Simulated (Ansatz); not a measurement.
Consider the isomerisation: `CC/C=C\C(C)(C)C` → `C=C(C)C(CC)CC`.

Gas-phase electronic energies from Ansatz, PBE0-D4/def2-TZVP geometries. CCSD(T)/CBS is the MP2 limit (def2-TZVPP, def2-QZVPP) plus CCSD(T) − MP2 in def2-TZVPP, frozen cores. DFT in def2-TZVPP. HSE06 is defined as in plane-wave codes. Each species was taken in one conformer, which may not be the lowest.

```json
{"level": "r2SCAN-D4", "ΔE (eV)": "-0.16"}
{"level": "HSE06-D4", "ΔE (eV)": "-0.17"}
{"level": "BHLYP-D4", "ΔE (eV)": "-0.17"}
{"level": "r2SCAN0", "ΔE (eV)": "-0.16"}
```

Question: What does CCSD(T)/CBS give? (An estimate is asked.)

Answer: Ansatz gave: -0.14 eV. The listed levels differ from it by -0.02, -0.03, -0.03, -0.02 eV.

Largest T1 diagnostic among the species: 0.009.

Leaving LDA and LC-ωPBE aside and taking each functional with its dispersion term where it has one, the values, not all of them listed here, spread over 0.03 eV, from r2SCAN0-D4 to B2PLYP.
